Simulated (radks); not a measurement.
The lead ion Pb31+, 51 electrons, occupied as [Kr] 4d10 4f5. Method: scalar-relativistic Kohn-Sham, LDA (Slater exchange, Perdew-Wang correlation), spin-polarised, spherical densities, finite nucleus; open shells are filled with parallel spins first (spin-orbit coupling, left out, can overturn this in heavy ions); Fermi nuclear charge, rms radius 5.5012 fm; computed with a radial shooting solver on a logarithmic mesh with Libxc functionals.

Radial electron density D(r) = 4 pi r^2 rho(r):

```
   r/bohr * D(r) (the largest magnitude, 156, reaches the edge; | marks zero)
 0.001429 |      *
 0.001611 |       *
 0.001831 |         *
 0.002064 |           *
 0.002327 |             *
 0.002624 |               *
 0.002958 |                 *
 0.003336 |                   *
 0.003791 |                      *
 0.004274 |                         *
 0.004819 |                            *
 0.005434 |                               *
 0.006127 |                                 *
 0.006908 |                                    *
 0.007851 |                                      *
 0.008852 |                                       *
 0.009981 |                                       *
  0.01125 |                                       *
  0.01269 |                                       *
  0.01442 |                                      *
  0.01626 |                                    *
  0.01833 |                                   *
  0.02067 |                                   *
   0.0233 |                                   *
  0.02628 |                                     *
  0.02986 |                                         *
  0.03367 |                                             *
  0.03796 |                                                 *
   0.0428 |                                                    *
  0.04826 |                                                      *
  0.05441 |                                                     *
  0.06185 |                                                   *
  0.06973 |                                               *
  0.07862 |                                            *
  0.08864 |                                          *
  0.09995 |                                            *
   0.1136 |                                               *
   0.1281 |                                                  *
   0.1444 |                                                 *
   0.1628 |                                             *
   0.1836 |                                      *
    0.207 |                              *
   0.2352 |                         *
   0.2652 |                        *
   0.2991 |                          *
   0.3372 |                           *
   0.3802 |                          *
   0.4286 |                      *
   0.4872 |               *
   0.5493 |         *
   0.6193 |    *
   0.6983 | *
   0.7873 |*
   0.8877 *
    1.009 *
    1.138 *
    1.283 *
```

D(r) has 4 maxima, at r = 0.0106, 0.0498, 0.135, 0.348 bohr, and minima at 0.0207, 0.0886, 0.257 bohr, inside which lie 1.88, 11.04, 29.72 electrons.
